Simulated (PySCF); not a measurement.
# Two-component Hartree-Fock for Si⁴⁺ (silicon, charge +4)

Start: [Ne]. Calculated with PySCF 2.14 in x2c-TZVPPall-2c: generalised Hartree-Fock with the X2C-1e Hamiltonian and a Gaussian nucleus; one run each with spin-orbit coupling (SO) switched off, then screened by Boettger's factors.

| spinor shell | electrons | ε, spin-free (eV) | ε, screened SO (eV) | weight of nominal j (screened SO) | rms radius, screened SO (bohr) |
| --- | --- | --- | --- | --- | --- |
| 1s1/2 | 2 | -1931.7 | -1931.7 | 1.000 | 0.129 |
| 2s1/2 | 2 | -220.50 | -220.50 | 1.000 | 0.611 |
| 2p1/2 | 2 | -168.54 | -169.01 | 1.000 | 0.591 |
| 2p3/2 | 4 | -168.54 | -168.31 | 1.000 | 0.593 |

```
   quantity   spin-free  screened SO
E (hartree)  -285.77217   -285.77242
        M_J           0            0
       ⟨J²⟩       0.000        0.000
       ⟨L²⟩       0.000        0.000
       ⟨S²⟩       0.000        0.000
```

Without spin-orbit coupling the j labels of p, d and f shells carry no meaning; the spin-free column gives the mean over the occupied spinors of each nl shell.
